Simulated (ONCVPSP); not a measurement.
lanthanum: excitation energies, all-electron against ONCV

```
Element                 : La
Generator               : ONCVPSP 4.0.1
Type                    : optimised norm-conserving Vanderbilt (ONCV)
Functional              : PBE
Relativity              : scalar-relativistic
Frozen core             : [Kr] 4d10
Valence charge          : 11
Reference configuration : 5s2 5p6 5d1 6s2
Partial waves           : 5s+6s: rc 2.90 bohr, ncon 4, nbas 9, qcut 4.3 1/bohr, 2 projectors; 5p: rc 2.10 bohr, ncon 4, nbas 9, qcut 4.1 1/bohr, 2 projectors, debl 2.7 Ha; 5d: rc 3.45 bohr, ncon 5, nbas 10, qcut 3.6 1/bohr, 2 projectors, debl 0.6 Ha; f scattering state at 0.2 Ha: rc 3.05 bohr, ncon 5, nbas 8, qcut 3.1 1/bohr, 2 projectors, debl 4 Ha
Local potential         : polynomial inside 1.55 bohr (lpopt 5, dvloc0 2 Ha)
Core correction         : Teter function, fcfact 2.75, rcfact 1.4
```

In the f channel the program set the typed energies aside and used -0.160, 3.840 Ha.

Energies are relative to the spin-unpolarised reference configuration 5s2 5p6 5d1 6s2; without spin polarisation the order of configurations can differ from experiment.

```csv
valence configuration,charge,ΔE all-electron (eV),error AE − PS (meV)
5s2 5p6 5d1 6s1,+1,5.966,-2.1
5s2 5p6 5d1 6s0,+2,16.854,-11
5s2 5p6 5d1 6s1 6p1,0,2.378,-0.1
```

**Question.** What are ΔE and the potential's error for 5s2 5p6 5d0 6s0?

**Answer.** ΔE = 35.804 eV all-electron; the error (AE − PS) is +12 meV.

Levels in the configuration 5s2 5p6 5d1 6s0:

| level | all-electron (eV) | pseudo (eV) |
| --- | --- | --- |
| 5s | -51.522 | -51.604 |
| 5p | -34.918 | -34.935 |
| 5d | -14.698 | -14.689 |

Note: no bound ghost flagged; GHOST(+) flagged for d at 13.3 eV, s at 41.6 eV, f at 464.4 eV.
